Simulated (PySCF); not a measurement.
Computed IR spectrum (relative IR intensity) of a molecule C5H10. Geometry: PBE0-D3(BJ)/def2-SVP. Other conformers were not sampled. These are PBE0-D3(BJ)/def2-SVP (PySCF) values and carry that method's errors. Frequencies are harmonic and unscaled.

```json
[
 {"ν (cm⁻¹)": "606", "relative intensity": "5.3"},
 {"ν (cm⁻¹)": "901", "relative intensity": "3.2"},
 {"ν (cm⁻¹)": "962", "relative intensity": "4.3"},
 {"ν (cm⁻¹)": "1139", "relative intensity": "3.5"},
 {"ν (cm⁻¹)": "1278", "relative intensity": "2.5"},
 {"ν (cm⁻¹)": "1367", "relative intensity": "3.6"},
 {"ν (cm⁻¹)": "1404", "relative intensity": "14"},
 {"ν (cm⁻¹)": "1448", "relative intensity": "5.6"},
 {"ν (cm⁻¹)": "1453", "relative intensity": "4.6"},
 {"ν (cm⁻¹)": "1465", "relative intensity": "25"},
 {"ν (cm⁻¹)": "1489", "relative intensity": "4.6"},
 {"ν (cm⁻¹)": "3042", "relative intensity": "46"},
 {"ν (cm⁻¹)": "3061", "relative intensity": "14"},
 {"ν (cm⁻¹)": "3065", "relative intensity": "96"},
 {"ν (cm⁻¹)": "3070", "relative intensity": "40"},
 {"ν (cm⁻¹)": "3081", "relative intensity": "52"},
 {"ν (cm⁻¹)": "3129", "relative intensity": "21"},
 {"ν (cm⁻¹)": "3133", "relative intensity": "44"},
 {"ν (cm⁻¹)": "3136", "relative intensity": "38"},
 {"ν (cm⁻¹)": "3139", "relative intensity": "28"},
 {"ν (cm⁻¹)": "3148", "relative intensity": "100"}
]
```

Problem. Identify the compound among the candidates.
(A) CC1(C)CC1
(B) C=CCCC
(C) CC1CCC1
(D) C/C=C/CC

Solution. C, CC1CCC1
